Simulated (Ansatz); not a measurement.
C₇H₄N₆, SMILES N1C=NC2N3C=1N=CN=C3C=CN=2.

Geometry: B3LYP-D3(BJ)/def2-SVP.

Two levels are set side by side: PBE/def2-SVPD (Ansatz, a quantum-chemistry and plane-wave program) and PBE0/def2-SVPD (Ansatz). Energy differences of separate SCF runs at the same geometry; the states with an electron removed or added have multiplicity 2 and 2. Differences are taken from unrounded values.

| quantity | PBE0 | PBE | PBE minus PBE0 |
|---|---|---|---|
| vertical ionisation energy (eV) | 8.54 | 8.51 | -0.03 |
| vertical electron affinity (eV) | 1.39 | 1.44 | 0.05 |
| vertical singlet–triplet gap (eV) | 2.42 | 2.23 | -0.20 |
